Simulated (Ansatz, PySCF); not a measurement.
This PySCF input computes a BLYP/def2-TZVPD energy:

```python
from pyscf import gto, scf, dft

mol = gto.M(
    atom='''
    K    -0.00000000   -0.00000000   -0.70776611
    F     0.00000000    0.00000000    1.49417289
    ''',
    basis='def2-tzvpd',
    charge=0,
    spin=0,
    verbose=4,
)

mf = dft.RKS(mol, xc='blyp').density_fit(auxbasis='def2-universal-jkfit')
mf.grids.level = 3
mf.conv_tol = 1e-9
mf.max_cycle = 100
mf.max_memory = 1500
mf.kernel()
if not mf.converged:
    mf = mf.newton()
    mf.kernel(mf.make_rdm1())
mf.analyze()
```

**Question.** Write an input for the same energy in Ansatz (a quantum-chemistry and plane-wave program) and say what it gives.

**Answer.** 
Ansatz 0.2 input:
```yaml
crystal:
  periodic: [false, false, false]
  atoms:
    - {symbol: K, position_ang: [-0.00000000, -0.00000000, -0.70776611]}
    - {symbol: F, position_ang: [0.00000000, 0.00000000, 1.49417289]}
basis:
  gaussian:
    orbitals: def2-TZVPD
hamiltonian:
  xc: {name: BLYP}
output: {forces: true}
```
It gives -699.85689 Eh, and PySCF -699.85692 Eh, a difference of 0.03 mEh, from the treatment of integrals and grids.
